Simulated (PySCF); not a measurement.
CH₆InNO₂. Atoms are numbered in the order given.

```xyz
11

In    -0.0314     0.1500     0.2754
O     -1.5147    -1.0998     0.8068
H     -1.9672    -0.7962     1.6064
O      0.7888    -0.2233    -1.5148
C      0.4361    -1.3275    -2.3090
H     -0.6563    -1.4349    -2.4602
H      0.8940    -1.2057    -3.3083
H      0.8035    -2.2895    -1.8978
N      0.5247     1.8548     1.2619
H      1.4473     2.1824     0.9728
H      0.5357     1.7583     2.2776
```

Coordinates come from a B3LYP-D3(BJ)/def2-SVP optimisation. The structure was generated by enumeration; whether it is a known compound was not checked. The def2 effective core potentials stand for the cores of In; spin–orbit coupling is left out. One conformer was computed; it need not be the lowest.

Method: PBE/def2-TZVP (PySCF).

ESP charges are fitted to the potential on shells at 1.4 to 2.0 van der Waals radii. Atomic charges (e):

```json
[
 {"atom": "In1", "Löwdin": "(withheld)", "ESP fit": "0.89", "Mulliken": "0.80"},
 {"atom": "O2", "Löwdin": "(withheld)", "ESP fit": "-0.71", "Mulliken": "-0.60"},
 {"atom": "H3", "Löwdin": "(withheld)", "ESP fit": "0.37", "Mulliken": "0.30"},
 {"atom": "O4", "Löwdin": "(withheld)", "ESP fit": "-0.43", "Mulliken": "-0.44"},
 {"atom": "C5", "Löwdin": "-0.41", "ESP fit": "-0.10", "Mulliken": "-0.20"},
 {"atom": "H6", "Löwdin": "0.10", "ESP fit": "0.09", "Mulliken": "0.11"},
 {"atom": "H7", "Löwdin": "0.11", "ESP fit": "0.07", "Mulliken": "0.11"},
 {"atom": "H8", "Löwdin": "0.10", "ESP fit": "0.06", "Mulliken": "0.10"},
 {"atom": "N9", "Löwdin": "-0.38", "ESP fit": "-0.84", "Mulliken": "-0.65"},
 {"atom": "H10", "Löwdin": "0.16", "ESP fit": "0.30", "Mulliken": "0.24"},
 {"atom": "H11", "Löwdin": "0.15", "ESP fit": "0.28", "Mulliken": "0.23"}
]
```

### Question
Some entries are withheld; supply them. (An estimate is asked for; the answer gives what the named calculation found.)

### Answer

- In1, Löwdin: 0.37
- O2, Löwdin: -0.30
- H3, Löwdin: 0.16
- O4, Löwdin: -0.07
